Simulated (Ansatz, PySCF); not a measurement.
C2H5NOSi. Atoms are numbered in the order given.

```xyz
10

C      2.3956    -0.7499     0.5464
C      1.2234    -0.4500     0.4093
Si    -0.5504     0.0157     0.2202
N     -1.0309    -0.7002    -1.2695
O     -0.7612     1.6672     0.2230
H      3.4301    -1.0138     0.6715
H     -1.3145    -0.4142     1.4143
H     -0.4429    -1.3874    -1.7281
H     -2.0033    -0.7785    -1.5478
H     -0.3715     2.1367    -0.5252
```
Charge 0, spin multiplicity 1.

The structure is a stationary point at B3LYP-D3(BJ)/def2-SVP. The structure was generated by enumeration; whether it is a known compound was not checked. Other conformers were not sampled.

Vertical ionisation energy (IE) and electron affinity (EA) in eV. Rows of orbital energies are one-electron estimates. Where ΔSCF, EOM or ADC give a negative EA the extra electron is unbound and the value depends on the basis.

```csv
level,IE,EA
"−ε(HOMO), −ε(LUMO), CAM-B3LYP/def2-TZVP (PySCF)",9.10,-0.94
"−ε(HOMO), −ε(LUMO), PBE/def2-TZVP (PySCF)",6.21,1.07
"ΔSCF, PBE0/def2-SVPD (Ansatz), final states of multiplicity 2 and 2",9.81,-1.25
"ΔSCF, PBE/def2-SVPD (Ansatz), final states of multiplicity 2 and 2",9.40,-1.03
```

Problem. What vertical singlet–triplet gap does ΔSCF give with PBE0/def2-SVPD (Ansatz, a program for electronic structure) and with PBE/def2-SVPD (Ansatz)? (Estimate from the structure and the level; the computed values follow.)

Solution. 5.03 and 5.05 eV (triplet above singlet where positive).
